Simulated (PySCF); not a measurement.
TiClO, SMILES [O]=[Ti+][Cl], charge +1, multiplicity 1. Geometry optimised at PBE-D3(BJ)/def2-TZVP. The spin state was assumed, not searched. The isomer is the one that the SMILES or the coordinates give; other isomers of the formula were not compared.

Computed equilibrium geometry at PBE-D3(BJ)/def2-TZVP (PySCF confirms it by a frequency run) as Cartesian coordinates in Å, and its point group:
point group Cs.
```xyz
3

Ti     0.4456     0.5903     0.0000
Cl    -0.1748    -1.4618     0.0000
O     -0.8539     1.4831     0.0000
```
Charge +1, spin multiplicity 1.
